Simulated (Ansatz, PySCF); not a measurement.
NiO, SMILES [Ni]=[O] (connectivity only; charge and spin as stated), neutral, multiplicity 3. Atoms are numbered in the order given.

```xyz
2

Ni     0.0000     0.0000    -0.3572
O      0.0000     0.0000     1.2575
```
Charge 0, spin multiplicity 3.

Geometry optimised at PBE0-D3(BJ)/def2-TZVPD. The spin state was assumed, not searched.

Two levels are set side by side: PBE-D3(BJ)/def2-TZVPD (Ansatz, a program for electronic structure) and PBE0-D3(BJ)/def2-TZVPD (Ansatz). Each level has its own optimised geometry; the coordinates shown are those of the second. Frequencies come from the Hessian of PySCF at each geometry. Differences are taken from unrounded values.

| quantity | PBE0-D3(BJ) |
|---|---|
| bond Ni1–O2 (Å) | 1.615 |
| highest harmonic wavenumber (cm⁻¹) | 886 |
| mean harmonic wavenumber (cm⁻¹) | 886 |
| zero-point energy (kcal/mol) | 1.27 |

### Question
What does PBE-D3(BJ) give, and how far is it from PBE0-D3(BJ)? (The exact figures need the calculation; the answer reports its results.)

### Answer

```tsv
quantity	PBE-D3(BJ)	PBE-D3(BJ) minus PBE0-D3(BJ)
bond Ni1–O2 (Å)	1.631	0.017
highest harmonic wavenumber (cm⁻¹)	837	-49
mean harmonic wavenumber (cm⁻¹)	837	-49
zero-point energy (kcal/mol)	1.20	-0.07
```
